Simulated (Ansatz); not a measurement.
`C=C[CH2][GaH2]` and `C=C[CH2][InH2]` differ in one element.

Ansatz, PBE0-D4/def2-TZVP geometries, multiplicity 1. Each molecule was computed in one conformer, which needn't be the lowest.

Elements past krypton have def2 core potentials. Scalar relativity is left out up to krypton.

```
                                                                                  property  `C=C[CH2][GaH2]`
                                                         HOMO energy (PBE/def2-TZVPP) / eV             -5.79
                                                   HOMO–LUMO gap (ωB97M-V/def2-TZVPP) / eV              9.99
ideal-gas entropy at 298 K and 1 bar (rigid rotor, harmonic PBE0-D4/def2-TZVP) / J/(mol·K)               318
                                                        LUMO energy (PBE0/def2-TZVPP) / eV             -0.60
                                                         LUMO energy (PBE/def2-TZVPP) / eV             -1.47
                                        size of the dipole moment (ωB97M-V/def2-TZVPP) / D              0.95
```

Question: Give the same properties after the change, and the shifts. (Estimate.)

Answer: Computed: 
```json
{"property": "HOMO energy (PBE/def2-TZVPP) / eV", "`C=C[CH2][InH2]`": "-5.45", "shift": "0.34"}
{"property": "HOMO–LUMO gap (ωB97M-V/def2-TZVPP) / eV", "`C=C[CH2][InH2]`": "8.81", "shift": "-1.18"}
{"property": "ideal-gas entropy at 298 K and 1 bar (rigid rotor, harmonic PBE0-D4/def2-TZVP) / J/(mol·K)", "`C=C[CH2][InH2]`": "335", "shift": "17"}
{"property": "LUMO energy (PBE0/def2-TZVPP) / eV", "`C=C[CH2][InH2]`": "-1.03", "shift": "-0.43"}
{"property": "LUMO energy (PBE/def2-TZVPP) / eV", "`C=C[CH2][InH2]`": "-1.77", "shift": "-0.30"}
{"property": "size of the dipole moment (ωB97M-V/def2-TZVPP) / D", "`C=C[CH2][InH2]`": "0.64", "shift": "-0.31"}
```

With PBE0 the HOMO rises by 0.38 eV and the LUMO falls by 0.43 eV, so the gap narrows by about 0.81 eV. PBE moves the HOMO by 0.34 eV and ωB97M-V by 0.40 eV. Dipoles are sizes alone; their direction can turn.
